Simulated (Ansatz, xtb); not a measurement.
## C5H3F3O: which of two isomers lies lower

We compare X, `O=CCC#CC(F)(F)F`, a singlet, with Y, `C#C[C@@H](C=O)C(F)(F)F`, a singlet. Both are isolated molecules in the gas phase, relaxed with B3LYP/def2-SVP, each in the lowest conformer that the search found.

Which of the two would you expect CCSD(T)/def2-SVP + ΔMP2/def2-TZVPP electronic energies to favour?

Structure Y; the calculation gives E(Y) − E(X) = −8.25 kJ/mol.

The same difference at several levels:

```csv
level,geometry,E(Y) − E(X) (kJ/mol),departure from the last row (kJ/mol),"job, with rough time for the two"
GFN2-xTB,GFN2-xTB,+12.52,+20.78,"optimisation, 0.15 s"
HF/STO-3G,GFN2-xTB,+10.55,+18.80,"single point, 0.44 s"
r2SCAN-D4/def2-SVP,GFN2-xTB,+1.68,+9.94,"single point, 2.8 s"
B3LYP/def2-SVP,B3LYP/def2-SVP,+5.81,+14.06,"optimisation, 54 s"
HF/def2-SVP,B3LYP/def2-SVP,−0.79,+7.47,part of the CCSD(T) run
MP2/def2-SVP,B3LYP/def2-SVP,−6.63,+1.62,part of the CCSD(T) run
CCSD(T)/def2-SVP,B3LYP/def2-SVP,−8.01,+0.25,single point
CCSD(T)/def2-SVP + ΔMP2/def2-TZVPP,B3LYP/def2-SVP,−8.25,,"single point, 65 s"
```

As drawn, both hold the same kinds of bond in the same numbers.

GFN2-xTB, HF/STO-3G, B3LYP/def2-SVP put the two in the other order. r2SCAN-D4/def2-SVP, HF/def2-SVP find them nearly level. The largest departure from CCSD(T)/def2-SVP + ΔMP2/def2-TZVPP is that of GFN2-xTB, 20.78 kJ/mol. The last row adds to CCSD(T) the change of the MP2 difference between the two basis sets, here −0.25 kJ/mol.

With thermal terms from frequencies at re-optimised GFN2-xTB minima (ideal gas, soft modes damped towards free rotors, one conformer each, 298.15 K, 1 atm): the zero-point term adds −0.69 kJ/mol; ΔH is −9.52 and ΔG −5.64 kJ/mol.

The correlated steps freeze 9 core orbitals. Mirror images aren't counted in ΔG. Run with Ansatz 0.2.0, xtb 6.7.1; the last row on 2 threads of Intel(R) Xeon(R) 6975P-C (Granite Rapids) on a shared host.
